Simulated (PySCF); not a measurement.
System: C4H6S (charge 0, singlet). 
Structure (B3LYP-D3(BJ)/def2-TZVP (Ansatz) minimum search):
```
C
C 1 1.3252
H 2 1.0834 1 123.13
H 1 1.0834 2 123.13 3 0.00
C 2 1.4977 3 119.67 1 -180.00
H 5 1.0924 2 111.84 3 60.48
H 5 1.0924 6 107.75 2 123.31
C 1 1.4977 4 119.67 2 -180.00
H 8 1.0924 1 111.84 4 60.48
H 8 1.0924 9 107.75 1 123.31
S 5 1.8383 6 109.86 7 119.67
```

Dispersion corrections to the total energy (kcal/mol) from the dftd3 and dftd4 libraries through PySCF: D3(BJ) without and D4 with the three-body term, each with the damping fitted for the functional named.

| functional | D3(BJ) | D4 |
|---|---|---|
| BP86 | ___ | -8.02 |
| CAM-B3LYP | -4.83 | ___ |
| TPSS | -7.89 | -8.26 |
| HSE06 | -4.03 | -4.69 |
| B2GP-PLYP | -4.05 | -2.52 |
| B3LYP | -11.01 | -9.85 |
| BLYP | -13.49 | ___ |

Complete the blanks.


- BP86, D3(BJ): -9.96
- CAM-B3LYP, D4: -5.09
- BLYP, D4: -13.77
